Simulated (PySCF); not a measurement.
C6H13BO2.
Structure used (PBE0-D3(BJ)/def2-SVP), in Å, numbered top down from 1:
```xyz
22
C6H13BO2 angstrom
O      3.107    0.761   -0.963
B      2.668   -0.141   -0.034
O      3.499   -0.755    0.862
C      1.126   -0.466    0.005
C      0.600   -0.931   -1.360
C     -0.901   -1.205   -1.332
C     -1.681    0.010   -0.839
C     -1.173    0.483    0.519
C      0.328    0.755    0.490
H      4.051    0.942   -0.952
H      4.426   -0.505    0.798
H      0.972   -1.284    0.733
H      1.142   -1.833   -1.693
H      0.815   -0.149   -2.110
H     -1.254   -1.507   -2.332
H     -1.100   -2.060   -0.661
H     -2.758   -0.219   -0.787
H     -1.572    0.830   -1.571
H     -1.718    1.386    0.840
H     -1.384   -0.294    1.276
H      0.531    1.606   -0.185
H      0.675    1.065    1.491
```

Computed with TDDFT wB97X-D/def2-SVPD, vertical, gas phase, core orbitals frozen in the response (PySCF).

Transition dipole moments from the ground state, in atomic units and in the frame of the coordinates above (overall signs are arbitrary), for the states with f of 0.002 or more among the lowest 9:

| state | E (eV) | μx | μy | μz |
| --- | --- | --- | --- | --- |
| S1 | 7.611 | -0.443 | -0.092 | 0.013 |
| S4 | 8.257 | -0.051 | 0.232 | 0.228 |
| S5 | 8.463 | 0.077 | 0.062 | -0.082 |
| S6 | 8.549 | 0.269 | -0.098 | 0.160 |
| S7 | 8.572 | -0.192 | -0.087 | 0.055 |
| S8 | 8.726 | 0.056 | 0.137 | -0.101 |
| S9 | 8.849 | -0.061 | 0.210 | 0.212 |

Q: What oscillator strength does each state have?

A: f = (2/3) ΔE |μ|² with ΔE in hartree (27.2114 eV).

```csv
state,|μ|² (au),|μ| (D),f
S1,0.205,1.15,0.038
S4,0.108,0.84,0.022
S5,0.017,0.33,0.003
S6,0.107,0.83,0.022
S7,0.047,0.55,0.010
S8,0.032,0.46,0.007
S9,0.093,0.78,0.020
```

Q: What angle do the transition dipoles of S1 and S6 make?

A: |cos θ| = |μa·μb| / (|μa| |μb|) = 0.73, so θ ≈ 43° (taken between 0 and 90°, since the signs are arbitrary).

Q: How is the summed strength of these states shared among x, y and z?

A: (2/3) Σ ΔE μα² gives 0.063 for x, 0.030 for y and 0.030 for z, 0.123 in all.

Q: What peak molar absorption coefficient would the strongest computed level give as a lone Gaussian band 0.5 eV wide at half height?

A: ε(max) = 2.175×10⁸ f / FWHM, with the width in cm⁻¹. S1: 2.175×10⁸ × 0.0382 / 4033 ≈ 2100 L mol⁻¹ cm⁻¹.

All these states lie below the vertical ionisation energy of 9.78 eV (ΔSCF).

Time: 13 min; peak memory 1.4 GiB. Hardware: one thread, Arm Neoverse N1 (aarch64), no GPU, shared host.

One conformer stands for the species.

Without π bonds the low states may be Rydberg-like; a valence basis with one diffuse set may place them up to an eV too high.
